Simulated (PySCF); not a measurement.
F2H4O3Si2, SMILES O[Si](O)(O)[SiH](F)F. Geometry optimised at PBE0-D3(BJ)/def2-SVP. The structure was generated by enumeration, and PubChem lists no compound with its InChIKey, so it may never have been made. Other conformers were not sampled.

Computed equilibrium geometry at PBE0-D3(BJ)/def2-SVP (PySCF confirms it by a frequency run) as a Z-matrix (one conformer of several):
```
Si
O 1 1.6490
H 2 0.9635 1 117.36
O 1 1.6506 2 108.39 3 45.82
H 4 0.9623 1 116.12 2 -153.70
O 1 1.6589 2 115.19 3 -72.47
H 6 0.9629 1 116.47 2 -74.22
Si 1 2.3295 2 104.16 3 169.74
F 8 1.6231 1 108.92 2 -160.86
F 8 1.6282 9 106.04 1 113.28
H 8 1.4850 9 107.37 10 115.19
```
